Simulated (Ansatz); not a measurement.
Program: Ansatz. Geometries: PBE0-D4/def2-TZVP. ΔE: electronic, gas phase. CCSD(T)/CBS is the MP2 limit (def2-TZVPP, def2-QZVPP) plus CCSD(T) − MP2 in def2-TZVPP, frozen cores. Functionals use def2-TZVPP. B3LYP here is the variant with VWN-RPA as its local correlation; programs differ in this. For Ga outer-core shells are correlated without core-valence functions, which leaves a few kJ/mol of doubt a bond. Scalar relativity is left out up to krypton. One conformer a species, not always the lowest.

Reaction (redistribution): `NC([SiH3])N[SiH3]` + `C[CH2][GaH][Cl]` → `[SiH3][CH2][GaH][Cl]` + `CNC(N)[SiH3]`

`NC([SiH3])N[SiH3]`:

Z-matrix (Å, degrees):
```
C
Si 1 1.912
N 1 1.442 2 114.3
N 1 1.461 2 110.9 3 -122.1
H 1 1.103 2 106.4 3 123.6
H 2 1.490 1 114.7 3 -60.9
H 2 1.489 1 105.4 3 179.9
H 2 1.488 1 109.4 3 62.9
Si 3 1.718 1 127.4 2 33.0
H 3 1.012 1 110.7 2 -171.0
H 4 1.013 1 111.5 2 -64.7
H 4 1.014 1 110.8 2 56.0
H 9 1.488 3 109.2 1 -57.4
H 9 1.485 3 106.4 1 -176.9
H 9 1.494 3 115.4 1 62.9
```

`C[CH2][GaH][Cl]`:

Cartesian coordinates in Å:
```
C -0.293 0.114 1.362
C -0.070 -0.614 0.042
Ga 0.387 0.534 -1.483
Cl 0.684 -0.498 -3.360
H -0.545 -0.584 2.166
H -1.110 0.837 1.294
H 0.596 0.665 1.678
H -0.957 -1.184 -0.254
H 0.733 -1.354 0.127
H 0.575 2.083 -1.571
```

`[SiH3][CH2][GaH][Cl]`:

Cartesian coordinates in Å:
```
Si -0.226 -1.383 -0.449
C 0.806 0.069 0.128
Ga -0.264 1.604 0.683
Cl -0.886 2.902 -0.922
H -1.042 -0.996 -1.629
H 0.629 -2.543 -0.817
H -1.152 -1.812 0.635
H 1.434 -0.251 0.965
H 1.452 0.387 -0.695
H -0.751 2.023 2.101
```

`CNC(N)[SiH3]`:

Z-matrix (Å, degrees):
```
C
N 1 1.448
H 1 1.091 2 109.5
H 1 1.101 2 114.7 3 121.6
H 1 1.094 2 109.2 3 -117.5
C 2 1.462 1 114.6 3 -178.7
H 2 1.014 1 110.4 3 -53.0
Si 6 1.908 2 115.2 1 77.9
N 6 1.444 2 113.8 1 -158.5
H 6 1.097 2 105.8 1 -40.7
H 8 1.489 6 110.9 2 -42.8
H 8 1.492 6 107.0 2 74.7
H 8 1.486 6 112.8 2 -165.1
H 9 1.013 6 111.2 2 -68.4
H 9 1.015 6 110.0 2 50.2
```

```
             level  ΔE (kcal/mol)  difference from CCSD(T)/CBS
            PBE-D4           10.0                         -1.1
         r2SCAN-D4           10.7                         -0.4
           PBE0-D4           10.3                         -0.8
          B3LYP-D4           11.5                          0.4
           ωB97X-V           10.7                         -0.4
           ωB97M-V           11.1                          0.0
            B2PLYP           11.2                          0.1
               PBE            9.8                         -1.3
            r2SCAN           10.7                         -0.4
              PBE0           10.1                         -1.0
             B3LYP           11.2                          0.1
     HF/def2-TZVPP           11.7                          0.6
    MP2/def2-TZVPP           11.1                          0.0
SCS-MP2/def2-TZVPP           11.3                          0.2
   CCSD/def2-TZVPP           10.8                         -0.3
CCSD(T)/def2-TZVPP           10.5                         -0.6
     HF/def2-QZVPP           11.9                          0.8
    MP2/def2-QZVPP           11.5                          0.4
SCS-MP2/def2-QZVPP           11.8                          0.7
      HF/CBS(def2)           11.9                          0.8
     MP2/CBS(def2)           11.8                          0.7
    CCSD/CBS(def2)           11.4                          0.3
       CCSD(T)/CBS           11.1                            0
```

Largest T1 diagnostic among the species: 0.012.
